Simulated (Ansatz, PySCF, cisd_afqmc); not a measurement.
Species: SnSe, charge 0, singlet. SnSe (SMILES [Se]=[Sn]).
B3LYP-D3(BJ)/def2-TZVP minimum from Ansatz (a program for electronic structure):
```xyz
2

Sn     0.0000     0.0000    -0.9497
Se     0.0000     0.0000     1.3966
```
Charge 0, spin multiplicity 1.

Atomisation energy term by term, kcal/mol (programs: Ansatz, cisd_afqmc). Radicals and triplets start from unrestricted determinants; spin-orbit coupling is neglected. Cores are frozen in correlated methods (noble-gas shells, and filled d and f shells in the p block). Past Kr the def2 sets carry scalar-relativistic core potentials. The Monte Carlo rows (phaseless AFQMC, CISD trial, step 0.005/hartree) carry one-sigma bars that omit the constraint's bias. Outlying blocks are dropped, and bars are widened where a walk drifts. Over all cases where full CI ran beside it in this data, AFQMC minus full CI had a median of +0.1 mEh and passed +0.4 mEh in a tenth of the cases. CBS(X,Y): correlation extrapolated as X^-3, Hartree-Fock from the larger set. A bracket is a step between two methods taken in the basis named. Spin-orbit terms, left out, reach several kcal/mol for Br and I, and more for heavier atoms. The T1 diagnostic of SeSn ([Se]=[Sn], singlet) reaches 0.033 in the sets run.

| term | basis | kcal/mol |
|---|---|---|
| Hartree-Fock | def2-QZVPP | 53.67 |
| CCSD correlation | CBS(def2-TZVPP,def2-QZVPP) | 46.14 |
| (T) | CBS(def2-TZVPP,def2-QZVPP) | 7.26 |
| CCSDT(Q) - CCSD(T) | def2-QZVPP | 0.69 |
| CCSDTQ - CCSDT(Q) | def2-SVP | -0.13 |
| minus zero-point energy | Hessian by PySCF at B3LYP-D3(BJ)/def2-TZVP | -0.47 |
| sum: D0 |  | 107.2 |

The step beyond CCSD(T) by other levels: CCSDTQ in def2-SVP 0.81; AFQMC/CISD in def2-SVP 0.46 ± 0.32; CCSDT(Q) in def2-SVP 0.95; CCSDT(Q) in def2-TZVPP 0.76 kcal/mol.
